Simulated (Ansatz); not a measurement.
`OB([SiH3])Cl` + H–F → `OB(F)[SiH3]` + HCl  (ligand exchange at a B–Cl bond)

Program: Ansatz. Geometries: PBE0-D4/def2-TZVP. ΔE: electronic, gas phase. CBS: MP2 limit from def2 TZ/QZ plus the TZ coupled-cluster correction, frozen cores. This one scheme is used for every species. Functionals use def2-TZVPP. One conformer a species, not always the lowest.

CCSD(T)/CBS gives -44.6 kJ/mol.

Task: Another level gave -45.2 kJ/mol. Which?
A. B2PLYP/def2-TZVPP
B. revPBE-D4/def2-TZVPP
C. PBE0-D4/def2-TZVPP
D. HF/def2-TZVPP

Result: C. PBE0-D4 -45.2, revPBE-D4 -40.8, B2PLYP -53.3, HF/def2-TZVPP -64.9 kJ/mol.

Largest T1 diagnostic among the species: 0.014.

At CCSD(T), def2-SVP lies −11.6 kJ/mol from the extrapolated value and def2-TZVPP −5.2 kJ/mol. Leaving LDA and LC-ωPBE aside and taking each functional with its dispersion term where it has one, the values, not all of them listed here, spread over 17.4 kJ/mol, from CAM-B3LYP-D4 to revPBE-D4.
